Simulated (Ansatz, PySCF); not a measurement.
Spin states of O2Os (SMILES [O]=[Os]=[O]), each relaxed with B3LYP-D3(BJ)/def2-TZVP.
State 1 (charge 0, multiplicity 3):
```xyz
3

Os     0.258    -0.207     0.260
O      1.045     0.314    -1.149
O     -1.336    -0.060     0.818
```
State 2 (charge 0, multiplicity 1):
```xyz
3

Os     0.31261    -0.25156     0.31781
O      0.95510     0.32625    -1.12543
O     -1.30088    -0.02732     0.73731
```

Singlets are restricted, other states unrestricted; no spin–orbit coupling, no relativity up to Kr; see below for the cores. The largest T1 diagnostic is 0.053.

Run with Ansatz (a program for electronic structure); PySCF for the dispersion terms. Each number belongs to the level named beside it. In def2 rows elements past Kr take small-core potentials, without spin–orbit coupling.

Estimate the energy of the multiplicity-1 state less that of the multiplicity-3 state that PBE0/def2-TZVPP returns for this input.

16.1 kcal/mol

What energy of the multiplicity-1 state less that of the multiplicity-3 state does r2SCAN-D3(BJ)/def2-TZVPP give?

17.4 kcal/mol

What is the computed energy of the multiplicity-1 state less that of the multiplicity-3 state (PBE/def2-TZVPP)?

12.0 kcal/mol
